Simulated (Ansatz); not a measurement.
`[F][GeH]([F])[GeH3]` + HCl → `[F][GeH]([Cl])[GeH3]` + H–F at 600 K and 1 bar (ligand exchange at a Ge–F bond).

Gas-phase electronic energies from Ansatz, PBE0-D4/def2-TZVP geometries. CCSD(T)/CBS adds triple-zeta CCSD(T) − MP2 to the extrapolated MP2 energy (def2 sets, frozen cores). This one scheme is used for every species. For Ge outer-core shells are correlated without core-valence functions, which leaves a few kJ/mol of doubt a bond. Scalar relativity is left out up to krypton.

```json
{"species": "`[F][GeH]([F])[GeH3]`", "CCSD(T)/CBS energy (Eh)": "-4354.28742", "H − E (kJ/mol)": "153.2", "S (J/(mol·K))": "447.1"}
{"species": "HCl", "CCSD(T)/CBS energy (Eh)": "-460.38127", "H − E (kJ/mol)": "35.4", "S (J/(mol·K))": "207.2"}
{"species": "`[F][GeH]([Cl])[GeH3]`", "CCSD(T)/CBS energy (Eh)": "-4714.27861", "H − E (kJ/mol)": "152.3", "S (J/(mol·K))": "459.8"}
{"species": "H–F", "CCSD(T)/CBS energy (Eh)": "-100.39570", "H − E (kJ/mol)": "42.3", "S (J/(mol·K))": "194.0"}
```

H − E and S are ideal-gas, rigid-rotor, harmonic terms from PBE0-D4/def2-TZVP, for one conformer and one mirror image of each species. 1 Eh = 2625.50 kJ/mol, R = 8.31446 J/(mol·K).

**Question.** By hand: ΔE, ΔH, ΔS and ΔG.

**Answer.** ΔE = (-4714.27861) + (-100.39570) − (-4354.28742) − (-460.38127) = -0.00562 Eh = -14.8 kJ/mol. Δ(H − E) = 152.3 + 42.3 − 153.2 − 35.4 = 6.0, so ΔH = -8.8 kJ/mol. ΔS = 459.8 + 194.0 − 447.1 − 207.2 = -0.5 J/(mol·K). ΔG = -8.8 − 600 × (-0.5)/1000 = -8.5 kJ/mol.

**Question.** By hand: the equilibrium constant, and the temperature at which ΔG would vanish if ΔH and ΔS stayed fixed.

**Answer.** log₁₀ K = −ΔG/(RT ln 10) = 0.7. ΔG = 0 at ΔH/ΔS = 17600 K, far beyond where these terms or the molecules hold.

The number of gas molecules stays the same, so ΔS is small and ΔH decides. A doubt of 5 kJ/mol in ΔE shifts log₁₀ K by 0.4 here. Other conformers and mirror images would add mixing entropy, several J/(mol·K) or more a flexible species. These are equilibria of isolated gas molecules and say nothing of rates. Largest T1 diagnostic: 0.012 (customary marks: 0.02 for closed shells, 0.045 for open ones).
